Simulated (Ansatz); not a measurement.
H$_{6}$AlClO$_{2}$Si$_{2}$, singlet, geometry from GFN2-xTB (such geometries of metal compounds can be far from the true shape); Ansatz (a quantum-chemistry and plane-wave program) with CAM-B3LYP/6-31G.

Ansatz was given this input:
Ansatz 0.2 input:
```yaml
crystal:
  periodic: [false, false, false]
  atoms:
    - {symbol: Si, position_ang: [-1.54862668, 0.46935343, 0.46185279]}
    - {symbol: Cl, position_ang: [-3.42233431, 0.05026398, -0.20184057]}
    - {symbol: Si, position_ang: [0.08777273, -0.58982549, -0.81230710]}
    - {symbol: Al, position_ang: [2.24960995, -0.07585428, 0.10708818]}
    - {symbol: O, position_ang: [3.58995046, -0.76297124, -0.56974230]}
    - {symbol: O, position_ang: [2.17934648, 0.96690090, 1.38889028]}
    - {symbol: H, position_ang: [-1.47190313, 1.93301374, 0.45281834]}
    - {symbol: H, position_ang: [-1.56076117, 0.07919887, 1.87483717]}
    - {symbol: H, position_ang: [-0.07677567, -0.18990177, -2.22919731]}
    - {symbol: H, position_ang: [-0.21499485, -2.03843117, -0.87469403]}
    - {symbol: H, position_ang: [4.35865587, -1.15702502, -0.95844731]}
    - {symbol: H, position_ang: [2.19811284, 1.55993503, 2.12700332]}
basis:
  gaussian:
    orbitals: 6-31G
hamiltonian:
  xc: cam_b3lyp
```

What the program printed (banner, timings and long lists left out):

```
Functional definition: CAM-B3LYP
902 factors; integrals over basis functions are off by at most 2.4e-4 eV
439 factors; integrals over basis functions are off by at most 4.5e-6 eV
mean field evaluation 1: about -39054.7262 eV, gradient 7.1e1 eV
mean field evaluation 2: about -39046.6211 eV, gradient 9.8e1 eV
mean field evaluation 4: about -39063.7828 eV, gradient 1.5e0 eV
mean field evaluation 8: about -39063.9152 eV, gradient 9.9e-2 eV
mean field evaluation 16: about -39063.9153 eV, gradient 1.3e-5 eV
mean field -39063.91526336 eV, -1435.5724074556 hartree, gradient 1.3e-5 eV, S^2 0.000000; 0 other end points of the search recorded, 0 dependent functions left out
reference -39063.91542264 eV, -1435.5724133090 hartree; 40, 40 occupied and 42, 42 virtual orbitals, 902 factors
Total energy: -39063.91542264 eV, -1435.5724133090 hartree
```
